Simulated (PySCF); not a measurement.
Job file and geometry (Å, from PBE0-D3(BJ)/def2-SVP) of an NMR shielding run on SMILES C#CP(CC=C)C(=O)OC, C$_{7}$H$_{9}$O$_{2}$P, GIAO KT2/pcSseg-1 NMR shielding, non-relativistic, gas phase in PySCF; density fitting, a coarse starting grid and PySCF grid level 2 are the driver's defaults:

```
$ OMP_NUM_THREADS=1 python probes_run.py task.json out

{"job": {"kind": "nmr", "xc": "KT2", "basis": "pcSseg-1", "pop": false}, "charge": 0, "multiplicity": 1}
C      0.092996     0.193059     2.915023
C     -0.004247     0.421437     1.724516
P     -0.240012     0.887788     0.036869
C     -1.309400    -0.506317    -0.591251
C     -2.657819    -0.494216     0.049016
C     -3.795067    -0.171180    -0.569038
C      1.386212     0.297248    -0.680054
O      1.468608    -0.386782    -1.664826
O      2.424536     0.805010    -0.023994
C      3.707994     0.464526    -0.530997
H      0.186837    -0.015216     3.965544
H     -0.785383    -1.459152    -0.418784
H     -1.375512    -0.350822    -1.679077
H     -2.684271    -0.760639     1.112736
H     -4.751589    -0.175910    -0.040368
H     -3.812101     0.106877    -1.627841
H      3.855157    -0.625227    -0.515155
H      3.823961     0.818471    -1.565765
H      4.435118     0.955961     0.124755
```

Question: What does the program print?

Answer: 
```
coarse grid: 16984 points
cycle   1  E = -773.3177711787  dE =  1.299e+00  |g| = 1.083e+00  |ddm| = 4.159e+00
cycle   2  E = -772.1478040221  dE =  1.170e+00  |g| = 2.516e+00  |ddm| = 3.193e+00
cycle   3  E = -773.4630620930  dE = -1.315e+00  |g| = 6.384e-01  |ddm| = 2.834e+00
cycle   4  E = -773.5450609109  dE = -8.200e-02  |g| = 2.421e-01  |ddm| = 6.976e-01
cycle   5  E = -773.5539008051  dE = -8.840e-03  |g| = 1.012e-01  |ddm| = 2.327e-01
cycle   6  E = -773.5555054734  dE = -1.605e-03  |g| = 5.734e-02  |ddm| = 1.120e-01
cycle   7  E = -773.5563454801  dE = -8.400e-04  |g| = 1.724e-02  |ddm| = 5.904e-02
cycle   8  E = -773.5564153369  dE = -6.986e-05  |g| = 5.042e-03  |ddm| = 1.704e-02
cycle   9  E = -773.5564223841  dE = -7.047e-06  |g| = 1.288e-03  |ddm| = 8.994e-03
final grid: 161152 points
cycle  10  E = -773.6627662375  dE = -2.815e-04  |g| = 2.293e-02  |ddm| = 8.315e-02
cycle  11  E = -773.6626087471  dE =  1.575e-04  |g| = 3.243e-02  |ddm| = 5.420e-02
cycle  12  E = -773.6628688672  dE = -2.601e-04  |g| = 7.233e-03  |ddm| = 3.956e-02
cycle  13  E = -773.6628796741  dE = -1.081e-05  |g| = 2.684e-03  |ddm| = 7.082e-03
cycle  14  E = -773.6628812783  dE = -1.604e-06  |g| = 9.101e-04  |ddm| = 2.875e-03
cycle  15  E = -773.6628814633  dE = -1.850e-07  |g| = 2.859e-04  |ddm| = 8.443e-04
cycle  16  E = -773.6628814847  dE = -2.135e-08  |g| = 1.046e-04  |ddm| = 3.519e-04
cycle  17  E = -773.6628814867  dE = -1.977e-09  |g| = 4.978e-05  |ddm| = 1.085e-04
cycle  18  E = -773.6628814871  dE = -4.284e-10  |g| = 1.979e-05  |ddm| = 4.428e-05
converged SCF energy = -773.6628814871

GIAO shielding tensors (ppm)
atom      isotropic    diamagn.    paramagn.     s11        s22        s33       span
  0 C       86.952     260.893    -173.941     15.890     29.436    215.531    199.641
  1 C      109.569     268.284    -158.716     15.527     24.718    288.461    272.935
  2 P      384.565     969.870    -585.304    320.068    385.236    448.392    128.323
  3 C      145.562     253.187    -107.625    120.623    148.110    167.952     47.329
  4 C       52.725     255.412    -202.686    -57.900     59.810    156.266    214.167
  5 C       66.242     251.436    -185.193    -35.258     83.374    150.612    185.870
  6 C       11.065     260.942    -249.877    -68.687     42.882     58.999    127.686
  7 O     -108.255     404.824    -513.079   -397.093   -191.916    264.245    661.338
  8 O      123.158     402.639    -279.482    -54.136    208.415    215.194    269.330
  9 C      130.455     242.052    -111.597     98.539    116.013    176.814     78.275
 10 H       27.859      34.534      -6.675     23.445     23.730     36.402     12.957
 11 H       27.887      32.749      -4.862     24.079     28.167     31.415      7.336
 12 H       28.808      33.181      -4.374     24.574     28.784     33.065      8.491
 13 H       25.227      30.482      -5.255     22.466     23.938     29.277      6.811
 14 H       25.923      26.272      -0.349     23.002     24.810     29.958      6.957
 15 H       25.793      29.915      -4.122     22.558     25.105     29.717      7.159
 16 H       27.370      28.189      -0.819     23.528     25.369     33.213      9.685
 17 H       27.373      26.507       0.866     23.576     25.116     33.427      9.851
 18 H       27.613      26.435       1.178     24.119     25.975     32.745      8.625
```

Size and cost of the density-fitted run: 222 basis functions, 60 s wall time on 1 thread of an Arm Neoverse V1, shared host; peak memory 0.93 GiB.
